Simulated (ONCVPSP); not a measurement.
u(r) = r·R(r): atom against pseudo-atom (Co)

Columns: radius, all-electron u(r) and pseudo u(r) of the 3s shell (level -106.62 eV) of cobalt in the configuration [Ne] 3s2 3p6 3d7 4s1.5; PBE, scalar-relativistic, ONCV scheme, ONCVPSP 4.0.1.

| r (bohr) | all-electron | pseudo |
| --- | --- | --- |
| 0.075 | -0.0220 | 0.2094 |
| 0.150 | -0.6363 | 0.4117 |
| 0.225 | -0.5503 | 0.5998 |
| 0.300 | -0.0920 | 0.7673 |
| 0.375 | 0.4187 | 0.9081 |
| 0.450 | 0.8299 | 1.0177 |
| 0.525 | 1.0985 | 1.0927 |
| 0.600 | 1.2359 | 1.1322 |
| 0.675 | 1.2702 | 1.1368 |
| 0.750 | 1.2336 | 1.1098 |
| 0.825 | 1.1531 | 1.0560 |
| 0.900 | 1.0489 | 0.9817 |
| 0.975 | 0.9351 | 0.8935 |
| 1.050 | 0.8211 | 0.7982 |
| 1.125 | 0.7126 | 0.7015 |
| 1.200 | 0.6128 | 0.6082 |
| 1.275 | 0.5230 | 0.5215 |
| 1.350 | 0.4437 | 0.4434 |
| 1.425 | 0.3746 | 0.3745 |
| 1.500 | 0.3149 | 0.3149 |
| 1.575 | 0.2639 | 0.2638 |
| 1.650 | 0.2204 | 0.2204 |
| 1.725 | 0.1837 | 0.1836 |
| 1.800 | 0.1527 | 0.1527 |
| 1.875 | 0.1268 | 0.1267 |
| 1.950 | 0.1050 | 0.1050 |

Task: How many radial nodes do the two functions have?

Result: The all-electron 3s function has n − l − 1 = 2 (the table is too coarse to show those close to the nucleus); the pseudo-wave has 0, since the states of the same l below it are removed with the core.

Task: At about which radius was the pseudo-wave matched?

Result: 1.50 bohr. The columns agree to 0.0005 from 1.35 bohr on; several derivatives are matched, so the curves merge somewhat inside the radius.

Task: Where does each function peak?

Result: Outermost all-electron maximum near 0.68 bohr, pseudo maximum near 0.68 bohr (to the table’s step).

Task: Is the pseudo-wave norm-conserving?

Result: Yes: the ONCV scheme keeps the norm inside the radius equal to the all-electron one, which fixes the energy derivative of the logarithmic derivative at the level.
